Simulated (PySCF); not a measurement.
# Spinor energies of Xe (xenon, neutral)

Start: [Xe]. Calculated with PySCF 2.14 in x2c-TZVPall-2c with one added diffuse shell each of s, p, d, f type (9s10p6d3f, 90 functions): generalised Hartree-Fock with the X2C-1e Hamiltonian and a Gaussian nucleus; one run each with spin-orbit coupling (SO) switched off, then screened by Boettger's factors.

```
spinor shell  electrons  ε, spin-free (eV)  ε, screened SO (eV)  weight of nominal j (screened SO)  rms radius, screened SO (bohr)
       1s1/2          2           -34727.6             -34723.5                              1.000                          0.0305
       2s1/2          2            -5506.7              -5505.5                              1.000                           0.124
       2p1/2          2            -4934.1              -5160.1                              1.000                           0.107
       3s1/2          2            -1170.0              -1169.7                              1.000                           0.326
       3p1/2          2            -980.72              -1024.8                              1.000                           0.318
       3p3/2          4            -980.72              -960.75                              1.000                           0.330
       3d3/2          4            -700.36              -708.13                              1.000                           0.302
       3d5/2          6            -700.36              -694.85                              1.000                           0.305
       4s1/2          2            -229.38              -229.28                              1.000                           0.762
       4p1/2          2            -166.83              -175.68                              1.000                           0.797
       4p3/2          4            -166.83              -162.78                              1.000                           0.825
       4d3/2          4            -72.646              -73.874                              1.000                           0.939
       4d5/2          6            -72.646              -71.740                              1.000                           0.950
       5s1/2          2            -27.543              -27.529                              1.000                            2.03
       5p1/2          2            -12.450              -13.450                              1.000                            2.41
       5p3/2          4            -12.450              -11.996                              1.000                            2.53
```

Question: Where does 2p3/2 lie, and what is the 2p spin-orbit splitting (screened SO)?

Answer: At -4832.7 eV, 327.45 eV above 2p1/2.

| quantity | spin-free | screened SO |
| --- | --- | --- |
| E (hartree) | -7442.33912 | -7444.75020 |
| M_J | 0 | 0 |
| ⟨J²⟩ | 0.000 | 0.000 |
| ⟨L²⟩ | 0.000 | 0.034 |
| ⟨S²⟩ | 0.000 | 0.034 |

Breit and QED terms are absent; they matter most for the inner s and p1/2 levels.

Densities and radii are taken from the X2C orbitals without a picture-change correction, which distorts them close to the nucleus.

Without spin-orbit coupling the j labels of p, d and f shells carry no meaning; the spin-free column gives the mean over the occupied spinors of each nl shell.
